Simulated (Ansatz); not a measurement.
Start from `C[SiH2][AlH][F]` and change one atom or group to get `C[SiH2][Al]([F])[F]`.

Ansatz, PBE0-D4/def2-TZVP geometries, multiplicity 1. Each molecule was computed in one conformer, which needn't be the lowest.

```json
{"property": "HOMO energy (PBE/def2-TZVPP) / eV", "`C[SiH2][AlH][F]`": "-6.40"}
{"property": "HOMO energy (PBE0/def2-TZVPP) / eV", "`C[SiH2][AlH][F]`": "-7.52"}
{"property": "HOMO energy (B3LYP/def2-TZVPP) / eV", "`C[SiH2][AlH][F]`": "-7.34"}
{"property": "LUMO energy (PBE/def2-TZVPP) / eV", "`C[SiH2][AlH][F]`": "-2.41"}
{"property": "size of the dipole moment (ωB97M-V/def2-TZVPP) / D", "`C[SiH2][AlH][F]`": "2.18"}
{"property": "HOMO–LUMO gap (ωB97M-V/def2-TZVPP) / eV", "`C[SiH2][AlH][F]`": "9.50"}
```

Problem. Give the same properties after the change, and the shifts. (Estimate.)

Solution. Computed: 
```
                                          property  `C[SiH2][Al]([F])[F]`  shift
                 HOMO energy (PBE/def2-TZVPP) / eV                  -7.10  -0.70
                HOMO energy (PBE0/def2-TZVPP) / eV                  -8.26  -0.74
               HOMO energy (B3LYP/def2-TZVPP) / eV                  -8.07  -0.73
                 LUMO energy (PBE/def2-TZVPP) / eV                  -2.02   0.39
size of the dipole moment (ωB97M-V/def2-TZVPP) / D                   2.48   0.30
           HOMO–LUMO gap (ωB97M-V/def2-TZVPP) / eV                  10.68   1.18
```

With PBE0 the HOMO falls by 0.74 eV and the LUMO rises by 0.40 eV, so the gap widens by about 1.14 eV. PBE moves the HOMO by -0.70 eV and ωB97M-V by -0.76 eV. Dipoles are sizes alone; their direction can turn.

B3LYP here is the variant with VWN-RPA as its local correlation; programs differ in this.
